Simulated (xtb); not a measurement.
C4H9 (SMILES C[CH-]CC), charge -1, singlet, from a rough starting geometry; GFN2-xTB (xtb).

xtb was given this input:
```
$ xtb mol.xyz --gfn 2 --chrg -1 --opt vtight --json

# file mol.xyz
13

C      0.80487121     1.83235564    -0.08221365
C      0.84179552     0.28598137    -0.06058769
C     -0.59454398    -0.27721583    -0.05703401
C     -0.58748829    -1.81913934    -0.01383013
H      1.81415262     2.18387073    -0.03553684
H     -1.61024925    -2.25056243    -0.07703183
H      0.21114559     2.22856527     0.82493399
H      0.28447185     2.22378965    -0.97968771
H     -0.06125840    -2.18204225     0.87869176
H     -0.06603277    -2.24641019    -0.96774879
H      1.33403539    -0.04863274     0.82985428
H     -1.16536470     0.09466573    -0.94046271
H     -1.16172256     0.10160283     0.84999967
```

Question: Write the output that xtb gives for this input, abridged.

Answer: 
```
   ID    Z sym.   atoms
    1    6 C      1-4
    2    1 H      5-13

           -------------------------------------------------
          |                Calculation Setup                |
           -------------------------------------------------

           -------------------------------------------------
          |                 G F N 2 - x T B                 |
           -------------------------------------------------

          ...................................................
          :                      SETUP                      :
          :.................................................:
          :  # basis functions                  25          :
          :  # atomic orbitals                  25          :
          :  # shells                           17          :
          :  # electrons                        26          :
          :  max. iterations                   250          :
          :  Hamiltonian                  GFN2-xTB          :
          :  restarted?                      false          :
          :  GBSA solvation                  false          :
          :  PC potential                    false          :
          :  electronic temp.          300.0000000     K    :
          :  accuracy                    1.0000000          :
          :  -> integral cutoff          0.2500000E+02      :
          :  -> integral neglect         0.1000000E-07      :
          :  -> SCF convergence          0.1000000E-05 Eh   :
          :  -> wf. convergence          0.1000000E-03 e    :
          :  Broyden damping             0.4000000          :
          :  net charge                         -1          :
          :  unpaired electrons                  0          :
          ...................................................

 iter      E             dE          RMSdq      gap      omega  full diag
   1    -13.2632791 -0.132633E+02  0.389E+00    9.74       0.0  T
   2    -13.3832278 -0.119949E+00  0.202E+00    7.24       1.0  T
   3    -13.3853579 -0.213019E-02  0.116E+00    7.43       1.0  T
   4    -13.3855622 -0.204222E-03  0.161E-01    7.26       1.0  T
   5    -13.3855935 -0.313542E-04  0.730E-02    7.24       1.0  T
   6    -13.3855952 -0.172186E-05  0.282E-02    7.24       1.0  T
   7    -13.3855958 -0.564726E-06  0.386E-03    7.25       7.2  T
   8    -13.3855958 -0.200413E-07  0.209E-03    7.25      13.3  T
   9    -13.3855958 -0.206744E-08  0.401E-04    7.25      69.2  T
  10    -13.3855958 -0.116694E-09  0.130E-04    7.25     213.0  T

   *** convergence criteria satisfied after 10 iterations ***

         :::::::::::::::::::::::::::::::::::::::::::::::::::::
         ::                     SUMMARY                     ::
         :::::::::::::::::::::::::::::::::::::::::::::::::::::
         :: total energy             -13.219760523085 Eh    ::
         :: gradient norm              0.091444927721 Eh/a0 ::
         :: HOMO-LUMO gap              7.249794468810 eV    ::
         ::.................................................::
         :: SCC energy               -13.385592764759 Eh    ::
         :: -> isotropic ES            0.131916742901 Eh    ::
         :: -> anisotropic ES          0.017768630066 Eh    ::
         :: -> anisotropic XC          0.006722016751 Eh    ::
         :: -> dispersion             -0.007576846489 Eh    ::
         :: repulsion energy           0.165832241674 Eh    ::
         :: add. restraining           0.000000000000 Eh    ::
         :: total charge              -1.000000000000 e     ::
         :::::::::::::::::::::::::::::::::::::::::::::::::::::

      -----------------------------------------------------------
     |                   =====================                   |
     |                        A N C O P T                        |
     |                   =====================                   |
     |               Approximate Normal Coordinate               |
[...]
 * total energy  :   -13.2197605 Eh     change       -0.7283951E-10 Eh
 * total energy  :   -13.2290752 Eh     change       -0.9314714E-02 Eh
 * total energy  :   -13.2302976 Eh     change       -0.1222400E-02 Eh
 * total energy  :   -13.2303769 Eh     change       -0.7929156E-04 Eh
 * total energy  :   -13.2303899 Eh     change       -0.1297815E-04 Eh
 * total energy  :   -13.2303921 Eh     change       -0.2187773E-05 Eh
 * total energy  :   -13.2303928 Eh     change       -0.6832481E-06 Eh
 * total energy  :   -13.2303931 Eh     change       -0.2783705E-06 Eh
 * total energy  :   -13.2303931 Eh     change       -0.7355653E-07 Eh
   *** GEOMETRY OPTIMIZATION CONVERGED AFTER 9 ITERATIONS ***
         :: total energy             -13.230393130365 Eh    ::
[...]
        16                          0.3335402               9.0761
        17                          0.3414636               9.2917
        18                          0.3482228               9.4756
        19                          0.3736237              10.1668
        20                          0.3799405              10.3387
        21                          0.4045185              11.0075
        22                          0.4313661              11.7381
        23                          0.4543806              12.3643
        24                          0.4773554              12.9895
        25                          0.4940450              13.4436
      -------------------------------------------------------------
                  HL-Gap            0.3306871 Eh            8.9985 eV
             Fermi-level            0.1315098 Eh            3.5786 eV

     #   Z          covCN         q      C6AA      α(0)
     1   6 C        3.746    -0.031    21.194     6.567
     2   6 C        2.868    -0.320    37.008     9.972
     3   6 C        3.796    -0.009    20.747     6.486
     4   6 C        3.750    -0.070    21.907     6.675
     5   1 H        0.923    -0.062     4.385     3.275
     6   1 H        0.924    -0.035     3.745     3.026
     7   1 H        0.918    -0.097     5.461     3.655
     8   1 H        0.923    -0.065     4.487     3.313
     9   1 H        0.924    -0.005     3.145     2.773
    10   1 H        0.925     0.001     3.038     2.726
    11   1 H        0.916    -0.159     8.179     4.473
    12   1 H        0.923    -0.057     4.279     3.235
    13   1 H        0.917    -0.091     5.247     3.583

 Mol. C6AA /au·bohr⁶  :       1527.593463
 Mol. C8AA /au·bohr⁸  :      30170.100053
 Mol. α(0) /au        :         59.758460

Wiberg/Mayer (AO) data.
largest (>0.10) Wiberg bond orders for each atom

 ---------------------------------------------------------------------------
     #   Z sym  total        # sym  WBO       # sym  WBO       # sym  WBO
 ---------------------------------------------------------------------------
     1   6 C    3.939 --     2 C    0.997     5 H    0.986     8 H    0.983
                             7 H    0.954
     2   6 C    3.013 --     1 C    0.997     3 C    0.987    11 H    0.950
     3   6 C    3.933 --     4 C    1.007     2 C    0.987    12 H    0.975
                            13 H    0.947
     4   6 C    3.989 --     3 C    1.007    10 H    0.990     9 H    0.989
                             6 H    0.987
     5   1 H    0.996 --     1 C    0.986
     6   1 H    0.999 --     4 C    0.987
     7   1 H    0.991 --     1 C    0.954
     8   1 H    0.996 --     1 C    0.983
     9   1 H    1.000 --     4 C    0.989
    10   1 H    1.000 --     4 C    0.990
    11   1 H    0.975 --     2 C    0.950
    12   1 H    0.997 --     3 C    0.975
    13   1 H    0.992 --     3 C    0.947
 ---------------------------------------------------------------------------

Topologies differ in total number of bonds
Writing topology from bond orders to xtbtopo.mol

molecular dipole:
                 x           y           z       tot (Debye)
 q only:       -0.735      -0.800      -0.245
   full:       -1.228      -0.554       0.239       3.478
molecular quadrupole (traceless):
                xx          xy          yy          xz          yz          zz
 q only:       -0.268      -3.358      -3.301      -0.626      -0.049       3.569
  q+dip:       -1.628      -2.541      -1.876       0.884       0.059       3.504
   full:       -1.613      -2.394      -1.432       1.132      -0.100       3.045

optimized geometry written to: xtbopt.xyz

           -------------------------------------------------
          | TOTAL ENERGY              -13.230393130365 Eh   |
          | GRADIENT NORM               0.000068001646 Eh/α |
          | HOMO-LUMO GAP               8.998453057278 eV   |
           -------------------------------------------------
```
